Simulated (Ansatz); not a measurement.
Relaxation of ClFH3NSn (7 atoms, charge 0, multiplicity 1), to a largest force component of 0.015 eV/Å in at most 40 steps.

These are results of RKS B3LYP/def2-SVPD in Ansatz, not measurements.

```xyz
7
Properties=species:S:1:pos:R:3
N -0.439 1.261 0.052
Sn 0.520 -0.491 -0.032
F -0.766 -1.928 0.177
Cl 2.086 -0.661 1.636
H -1.006 1.313 0.928
H -1.206 1.290 -0.719
H 1.326 -0.626 -1.607
```

Q: Where does it end, and by what steps?

A: It converged. The force dipped under the threshold on the way, but the program's further checks kept it going. After 9 steps the energy has fallen by 0.254 eV; H5 moved furthest, 0.35 Å.

```
step  energy less start (eV)  largest force component (eV/Å)  accepted
   0                  0.0000                           2.851       yes
   1                 -0.1969                           0.877       yes
   2                 -0.2421                           0.283       yes
   3                 -0.2490                           0.147       yes
   4                 -0.2521                           0.222       yes
   5                 -0.2532                           0.095       yes
   6                 -0.2537                           0.010       yes
   7                 -0.2538                           0.010       yes
   8                 -0.2538                           0.029       yes
   9                 -0.2539                           0.011       yes
```

```xyz
7
Properties=species:S:1:pos:R:3
N -0.519 1.243 -0.002
Sn 0.521 -0.495 -0.150
F -0.695 -2.032 0.016
Cl 1.935 -0.577 1.742
H -0.722 1.507 0.960
H -1.387 1.257 -0.535
H 1.382 -0.746 -1.594
```

Whether the end is a true minimum wasn't checked by a vibrational analysis.

Time of the run: 25 s on 2 threads of Intel(R) Xeon(R) 6975P-C (Granite Rapids) (shared host), peak memory 0.34 GiB.
